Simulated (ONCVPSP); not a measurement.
# Before and after: ONCV potential for P

- Element: phosphorus
- Generator: ONCVPSP 4.0.1
- Type: optimised norm-conserving Vanderbilt (ONCV)
- Functional: PBE
- Relativity: scalar-relativistic
- Frozen core: [Ne]
- Valence charge: 5
- Reference configuration: 3s2 3p1 (charge +2)
- Partial waves: 3s: rc 1.65 bohr, ncon 4, nbas 7, qcut 3.3 1/bohr, 2 projectors, debl 3.7 Ha; 3p: rc 1.40 bohr, ncon 4, nbas 9, qcut 6.5 1/bohr, 2 projectors, debl 2.2 Ha
- Local potential: polynomial inside 1.10 bohr (lpopt 5, dvloc0 1 Ha)
- Core correction: Teter function, fcfact 5.25, rcfact 1.8

All-electron outer shells of the reference configuration (PBE, scalar-relativistic, ld1.x):

```csv
shell,level (eV),outermost node (bohr),outermost maximum (bohr)
2s,-197.53,0.14,0.42
2p,-148.09,–,0.36
3s,-33.96,0.65,1.52
3p,-24.28,0.63,1.68
```

Change: s: rc 1.46.

Cutoffs: the cutoffs (Ha) at which the residual kinetic energy of the hardest occupied pseudo-wave falls to 1 and 0.1 mHa per electron; they do not see the model core or the augmentation charge, which bear on the density cutoff. Errors are all-electron minus pseudo energies relative to the spin-unpolarised reference configuration.

Task: How do hardness, ghosts and transferability respond?

Result: The potential gets harder (35 Ha and 44 Ha → 40 Ha and 53 Ha); the errors of the 4 common tests hardly move; neither file shows a bound ghost. A smaller radius makes the pseudo-wave follow the all-electron one further in, where it bends more sharply, so more plane waves are needed.

| quantity | base | changed |
| --- | --- | --- |
| cutoff, loose | 35 Ha | 40 Ha |
| cutoff, tight | 44 Ha | 53 Ha |
| loose cutoff by channel | s 35 Ha, p 5.6 Ha | s 40 Ha, p 5.6 Ha |
| bound ghosts | none | none |
| GHOST(+) flags under 300 eV | s at 143.8 eV | s at 139.0 eV |
| error for 3s2 3p3, meV [ΔE -28.88 eV] | -96 | -95 |
| error for 3s2 3p2, meV [ΔE -19.15 eV] | -37 | -37 |
| error for 3s2 3p0, meV [ΔE 29.74 eV] | -87 | -88 |
| error for 3s1 3p4, meV [ΔE -20.34 eV] | -91 | -90 |
| p: phases at 1.42 bohr within 0.05 rad from the reference energy up to (Ha; the scan ends near 5) | 4.4 | 4.4 |
| rms error of d²Exc/dni dnj with the model core, mHa | 10.01 | 9.96 |
